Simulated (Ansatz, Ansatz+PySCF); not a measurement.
```xyz
2

H     0.0000    0.0000   -2.2455
Cl    0.0000    0.0000    0.1321
```

Basis set: 6-31G (spherical functions). Frozen core: 5 orbitals. Charge 0, multiplicity 1.

Computed with Ansatz (development build ahead of 0.2.0); each method stands on the lowest determinant of its kind that the runs found. Restricted open shells among the atoms or ions are ROHF, correlated in semicanonical orbitals with singles. Restricted functionals stand beside restricted open-shell atoms, which can lie above the unrestricted atoms usual in DFT and then raise those values.

**Question.** Give the atomization energy at this shape (free ground-state atoms in the same class of orbitals less the molecule, no zero-point energy) of singlet HCl by PBE0 (unrestricted), PBE0 (restricted), RHF-CCSD(T), UHF-MP2, RHF-MP2, RHF, UHF.

**Answer.**

```tsv
method	atomization energy
PBE0 (unrestricted)	0.62 eV
PBE0 (restricted)	0.27 eV
RHF-CCSD(T)	0.66 eV
UHF-MP2	0.22 eV
RHF-MP2	-0.16 eV
RHF	-1.64 eV
UHF	0.15 eV
```

Caution: the shape is not the minimum. Caution for PBE0 (unrestricted): the unrestricted determinant is spin contaminated. Caution for PBE0 (restricted), RHF-CCSD(T), RHF-MP2, RHF: an unrestricted determinant lies well below. Caution for RHF-CCSD(T), UHF-MP2, RHF-MP2: large amplitudes, a single reference is doubtful. Caution for RHF-CCSD(T): the amplitudes may be one of several solutions. Caution for UHF-MP2: a plain start can end on a higher determinant. Caution for UHF-MP2, UHF: the unrestricted determinant is a mixture of spin states. Caution for RHF: the molecule lies well above its atoms at this level.

This basis has no polarisation functions and is too small for such energies, which can lie far from measured ones in either direction.
